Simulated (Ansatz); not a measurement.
C$_{3}$H$_{7}$NSi, SMILES `C[SiH2]C1=NC1`. The species carries charge 0 and has multiplicity 1.

Cartesian coordinates in Å:
```
C -0.2139 -0.4004 2.0332
Si 0.3848 -0.8720 0.3355
C -0.0557 0.4607 -0.8899
N -0.6310 1.5777 -0.9339
C -0.0819 1.0467 -2.2282
H 0.2447 0.5372 2.3542
H 0.0374 -1.1743 2.7619
H -1.2975 -0.2657 2.0333
H 1.8617 -1.0293 0.2794
H -0.2420 -2.1262 -0.1576
H 0.7990 1.5426 -2.6257
H -0.8054 0.7030 -2.9620
```

List the harmonic frequencies (cm⁻¹, unscaled) at PBE0-D4/def2-TZVP in Ansatz. (Estimate.)

The calculation gave: 66, 110, 132, 248, 306, 490, 491, 694, 698, 753, 869, 880, 903, 944, 1001, 1022, 1118, 1220, 1281, 1446, 1449, 1508, 1784, 2227, 2228, 3058, 3105, 3145, 3147, 3192.

Is this a minimum?

Yes, all 30 modes are real.

Give the ideal-gas thermochemistry at 298.15 K and 1 bar (rigid rotor, harmonic oscillator; point group Cs, symmetry number 1).

Zero-point energy 236.4 kJ/mol; H(298) − E = 257.4 kJ/mol; entropy 344.7 J/(mol·K), of which translation 164.3, rotation 110.4, vibration 70.0; G(298) − E = 154.6 kJ/mol. Modes under 100 cm⁻¹ are hindered rotations or soft bends, so the harmonic entropy is rough.

And at 400, 500, 600, 800 and 1000 K?


```json
{"T (K)": "400", "H − E (kJ/mol)": "269.7", "S (J/mol/K)": "380.0", "G − E (kJ/mol)": "117.7"}
{"T (K)": "500", "H − E (kJ/mol)": "284.0", "S (J/mol/K)": "411.9", "G − E (kJ/mol)": "78.1"}
{"T (K)": "600", "H − E (kJ/mol)": "300.2", "S (J/mol/K)": "441.4", "G − E (kJ/mol)": "35.4"}
{"T (K)": "800", "H − E (kJ/mol)": "337.1", "S (J/mol/K)": "494.1", "G − E (kJ/mol)": "-58.3"}
{"T (K)": "1000", "H − E (kJ/mol)": "378.3", "S (J/mol/K)": "540.1", "G − E (kJ/mol)": "-161.8"}
```
